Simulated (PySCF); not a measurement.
**[Yb(OH)4]−: from a saddle point downhill**

PySCF 2.14.0, RKS PBE0, Yb lcecp-1-SVP with ECP59, O def2-SVP, H def2-SVP; non-relativistic Hamiltonian with scalar-relativistic core potentials where named; density fitting; no spin-orbit coupling. Relaxed within the symmetry of its start, the geometry (S4) is

```xyz
9

Yb    0.0000    0.0000    0.0000
O     1.1584    1.2749    1.1718
H     2.0506    1.4689    1.4540
O    -1.1584   -1.2749    1.1718
H    -2.0506   -1.4689    1.4540
O     1.2749   -1.1584   -1.1718
H     1.4689   -2.0506   -1.4540
O    -1.2749    1.1584   -1.1718
H    -1.4689    2.0506   -1.4540
```

and its lowest harmonic modes are -73, -71, -62, 79, 95, 110 cm⁻¹ (negative: unstable). It was moved along the lowest mode and relaxed again.

**Question.** Where does it end, and how much lower?

**Answer.** In C1, 0.001 eV lower, after 4 steps:
```xyz
9

Yb   -0.0135   -0.0028    0.0020
O     1.1813    1.2594    1.1702
H     2.1317    1.3459    1.2536
O    -1.1488   -1.2814    1.1734
H    -1.9230   -1.5774    1.6452
O     1.2924   -1.1361   -1.1618
H     1.5605   -2.0348   -1.3466
O    -1.2541    1.1835   -1.1789
H    -1.3664    2.0539   -1.5571
```

**Question.** How do the contacts change?

**Answer.** 
```json
{"contact": "Yb1–O2 (OH)", "saddle (Å)": "2.083", "end (Å)": "2.094"}
{"contact": "Yb1–O4 (OH)", "saddle (Å)": "2.083", "end (Å)": "2.073"}
{"contact": "Yb1–O6 (OH)", "saddle (Å)": "2.083", "end (Å)": "2.084"}
{"contact": "Yb1–O8 (OH)", "saddle (Å)": "2.083", "end (Å)": "2.083"}
```


No frequency check is given for the end, and other unstable modes may remain.

An lcecp potential fixes the number of 4f electrons, so in runs with it no electron can move into or out of that shell.

State: singlet in the valence, with the 4f electrons in the core potential.
